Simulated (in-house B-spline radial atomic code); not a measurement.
Values are calculated unless marked as measured or tabulated.
**Ghost states of the separable form: Ga**

Ga, [Ar] 3d10 4s2 4p1, non-relativistic PBE, spherical and spin-unpolarised, from an all-electron radial atomic-structure program (B-spline basis) (atomic units; all potentials screened as in the neutral atom).

Troullier-Martins channels: 4s (ε = -0.3201, r_c = 1.583 bohr), 4p (ε = -0.0961, r_c = 2.137 bohr), 3d (ε = -0.7267, r_c = 1.296 bohr). In the Kleinman-Bylander form one channel serves as the local potential, and each other channel l becomes |δV u><u δV|/<u|δV|u>, with δV = V_l − V_local and u the pseudo-orbital. Its strength is E_KB = <u|δV²|u>/<u|δV|u>. By the analysis of Gonze, Stumpf and Scheffler a spurious state lies below the reference level ε if E_KB > 0 and ε is above the second level of the local potential alone, or if E_KB < 0 and ε is above its first. The table's levels are those of angular momentum l in a sphere of 9 bohr, whose wall can lift a shallow ε a little above its free-atom value.

| local | channel | <u δV u> | <u δV² u> | ε | first local level | second local level |
| --- | --- | --- | --- | --- | --- | --- |
| p | s | 0.0027043 | 0.073082 | -0.3200 | -0.3444 | 0.0349 |
| p | d | -10.055 | 174.27 | -0.7267 | 0.0930 | 0.3196 |
| s | p | 0.003449 | 0.021931 | -0.0940 | -0.1006 | 0.1296 |
| s | d | -11.203 | 206.91 | -0.7267 | 0.0920 | 0.3154 |
| d | p | 0.095257 | 0.5078 | -0.0940 | -8.6115 | -0.1827 |
| d | s | 0.33727 | 3.2934 | -0.3200 | -17.4092 | -1.8662 |

Problem. Apply the rule to each row.

Solution. Local p, channel s: E_KB = +27, so ε = -0.3200 is set against 0.0349: no ghost. Local p, channel d: E_KB = -17.3, so ε = -0.7267 is set against 0.0930: no ghost. Local s, channel p: E_KB = +6.36, so ε = -0.0940 is set against 0.1296: no ghost. Local s, channel d: E_KB = -18.5, so ε = -0.7267 is set against 0.0920: no ghost. Local d, channel p: E_KB = +5.33, so ε = -0.0940 is set against -0.1827: a ghost. Local d, channel s: E_KB = +9.76, so ε = -0.3200 is set against -1.8662: a ghost.

Diagonalising the separable Hamiltonian gives:

```json
{"local": "p", "channel": "s", "three lowest levels": "-0.3200, 0.0469, 0.3636", "all-electron, two lowest valence levels": "-0.3200, 0.0465"}
{"local": "p", "channel": "d", "three lowest levels": "-0.7267, 0.1003, 0.3471", "all-electron, two lowest valence levels": "-0.7267, 0.0980"}
{"local": "s", "channel": "p", "three lowest levels": "-0.0940, 0.1327, 0.4762", "all-electron, two lowest valence levels": "-0.0940, 0.1327"}
{"local": "s", "channel": "d", "three lowest levels": "-0.7267, 0.0996, 0.3442", "all-electron, two lowest valence levels": "-0.7267, 0.0980"}
{"local": "d", "channel": "p", "three lowest levels": "-4.2234, -0.0940, 0.1326", "all-electron, two lowest valence levels": "-0.0940, 0.1327"}
{"local": "d", "channel": "s", "three lowest levels": "-11.2218, -0.3200, 0.0461", "all-electron, two lowest valence levels": "-0.3200, 0.0465"}
```

Problem. Which choices of local channel are safe?

Solution. Free of ghosts: s, p. With d local the p channel has a ghost 4.13 hartree below ε, since the local potential binds more than one state below ε, and a repulsive term of rank one raises each level at most to the next, so it clears only one of them. With d local the s channel has a ghost 10.90 hartree below ε, since the local potential binds more than one state below ε, and a repulsive term of rank one raises each level at most to the next, so it clears only one of them. Among the safe choices the second level, which tests transfer, is off by at most 1.7 millihartree (s local), 2.3 millihartree (p local). A small <u δV u> makes E_KB large and sensitive.
